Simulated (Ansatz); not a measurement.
Ansatz (a first-principles code) input (HF/3-21G): The .json file is the Basis Set Exchange's 3-21G.

Ansatz 0.2 input:
```yaml
crystal:
  periodic: [false, false, false]
  atoms:
    - {symbol: Cd, position_ang: [-0.00000000, -0.00000000, -1.48404067]}
    - {symbol: I, position_ang: [0.00000000, 0.00000000, 1.34403684]}
basis:
  gaussian:
    orbitals: 3-21G.json
hamiltonian:
  xc: {name: HF}
magnetization: {spin_polarized: true, initial_magnetization: 1}
phonons: {temperatures: {t_min: 298.15, t_max: 298.15, t_step: 100}}
```

Q: Which harmonic wavenumbers does it give?

A: 168 cm⁻¹ (unscaled; negative means imaginary).
